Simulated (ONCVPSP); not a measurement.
# Transferability test, ONCV potential for Sr (Z = 38)

ONCVPSP 4.0.1 input, shortened (lines: element, Z, core and valence counts, functional; n l f; lmax; l rc ep ncon nbas qcut; lloc lpopt rc5 dvloc0; l nproj debl; icmod fcfact rcfact), Wu-Cohen, scalar-relativistic:

```
  Sr 38.00    6    3  -118130      upf
    1    0    2.00
    2    0    2.00
    2    1    6.00
    3    0    2.00
    3    1    6.00
    3    2   10.00
    4    0    2.00
    4    1    6.00
    5    0    1.00
    2
    0    2.45    0.00    4    7    6.00
    1    2.00    0.00    4    8    8.20
    2    2.35    0.11    5    8    4.90
    4    2    1.55    2.00
    0    2    0.40
    1    2    2.10
    2    2    1.30
    1    0.40    0.00
```

In the d channel the program set the typed energies aside and used 0.050, 1.350 Ha.

Energies are relative to the spin-unpolarised reference configuration 4s2 4p6 5s1; without spin polarisation the order of configurations can differ from experiment.

```json
{"valence configuration": "4s2 4p6 5s2", "charge": "0", "ΔE all-electron (eV)": "-5.884", "error AE − PS (meV)": "+0.1"}
{"valence configuration": "4s2 4p6 5s0", "charge": "+2", "ΔE all-electron (eV)": "10.839", "error AE − PS (meV)": "-2.0"}
{"valence configuration": "4s2 4p6 4d0.5 5s1.5", "charge": "0", "ΔE all-electron (eV)": "-4.729", "error AE − PS (meV)": "-0.2"}
```

Problem. What are ΔE and the potential's error for 4s2 4p6 5s1.5?

Solution. ΔE = -3.538 eV all-electron; the error (AE − PS) is +0.1 meV.

Levels in the configuration 4s2 4p6 5s2:

```tsv
level	all-electron (eV)	pseudo (eV)
4s	-40.896	-40.882
4p	-22.809	-22.809
5s	-3.539	-3.538
```
